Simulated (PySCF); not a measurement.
Electron correlation in Tl (thallium, neutral)

[Xe] 4f14 5d10 6s2 6p1, 2P determinant. Calculation: PySCF 2.14, in aug-cc-pVTZ-PP with ECP60MDF (6s5p4d2f, 55 functions); scalar relativity through the core potential. Frozen: 5s2 5p6 5d10; 3 electrons correlated.

| level | correlation energy (mhartree) |
| --- | --- |
| CCSD | -35.18 |
| (T) | -0.52 |
| CCSD(T) | -35.70 |
| CCSDT | -35.86 |

Diagnostics: T1 = 0.0099, D1 = 0.0224, largest double amplitude 0.040.

Q: Is a single reference adequate?

A: Yes, within this model without spin-orbit coupling: T1 lies below 0.03 and no double amplitude reaches 0.07.
